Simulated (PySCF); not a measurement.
Work out the structure from these simulated measurements.

Formula: C9H10OSi.

| Quantity | Value |
| --- | --- |
| 13C NMR | chemical shifts (computed TMS as zero) by class: 146.5 (1 C), 134.7 (1 C), 130.0 (1 C), 129.5 (1 C), 127.8 (1 C), 124.8 (1 C), 124.6 (1 C), 123.1 (1 C), 10.6 (1 C) ppm [GIAO PBE0/pcSseg-1] |
| NMR, other nuclei | isotropic shieldings of nuclei other than C and H, by class: 8 (1 O), 419 (1 Si) ppm [GIAO PBE0/pcSseg-1] |
| UV, strongest line | among the 10 lowest singlet transitions: S7 at 6.33 eV (196 nm, f = 0.736) [TDDFT wB97X-D/def2-SVPD] |
| 1H NMR | chemical shifts (computed TMS as zero) by class: 7.88 (1 H), 7.49 (1 H), 7.48 (1 H), 7.00 (1 H), 6.94 (1 H), 3.96 (3 H), 2.71 (2 H) ppm [GIAO PBE0/pcSseg-1] |
| Rotational structure | rotational constants A, B, C: 1.851, 0.661, 0.529 GHz [PBE0-D3(BJ)/def2-SVP] |
| Dipole | 0.52 D [wB97X-D/def2-SVPD] |

Electronic properties: PySCF, gas phase, density fitting. Levels stand in brackets. NMR shifts are as computed; neighbouring signals can stand in another order in a measured spectrum. The structure is a single PBE0-D3(BJ)/def2-SVP conformer in the gas phase; no vibrational or solvent corrections. NMR values are class means; diastereotopic atoms form classes of their own.

**Question.** Propose a structure and show how it fits.

**Answer.** Numbering: `[SiH3:1][CH2:2][c:3]1[o:4][cH:5][c:6]2[cH:7][cH:8][cH:9][cH:10][c:11]12`. Its formula, C9H10OSi, gives 6 degrees of unsaturation: 2 rings and 4 π bonds in the structure found (Kekulé form). 9 carbons fall into 9 classes; from least to most shielded: substituted aromatic carbon [C3] (146.5 ppm), aromatic CH next to a ring oxygen [C5] (134.7 ppm), aromatic CH carbon [C8] (130.0 ppm), ring-fusion aromatic carbon [C6] (129.5 ppm), aromatic CH carbon [C9] (127.8 ppm), aromatic CH carbon [C7] (124.8 ppm), aromatic CH carbon [C10] (124.6 ppm), ring-fusion aromatic carbon [C11] (123.1 ppm), chain sp3 carbon bound to silicon [C2] (10.6 ppm). Hydrogen classes from least to most shielded: 1 H on an aromatic CH next to a ring oxygen, C5 (7.88 ppm), 1 H on an aromatic CH carbon, C10 (7.49 ppm), 1 H on an aromatic CH carbon, C7 (7.48 ppm), 1 H on an aromatic CH carbon, C8 (7.00 ppm), 1 H on an aromatic CH carbon, C9 (6.94 ppm), 3 H on an SiH3 silicon, Si1 (3.96 ppm), 2 H on an sp3 carbon bound to silicon, C2 (2.71 ppm). The other shieldings belong to: 8 ppm, furan-type oxygen [O4]; 419 ppm, SiH3 silicon [Si1]. The optimised geometry has point group C1 and is an asymmetric top. Structure: `[SiH3]Cc1occ2ccccc12`. Computed isomers that give other values at the same levels: `COC1=Cc2ccccc2[SiH2]1` (rotational constant A: 2.222 GHz; this holds for the one conformer computed). The assignments are read from this structure; whether some other isomer fits the data as well wasn't checked.

The values belong to the conformer `[SiH3:1][CH2:2][c:3]1[o:4][cH:5][c:6]2[cH:7][cH:8][cH:9][cH:10][c:11]12`: Si1–C2–C3–O4 -92°.
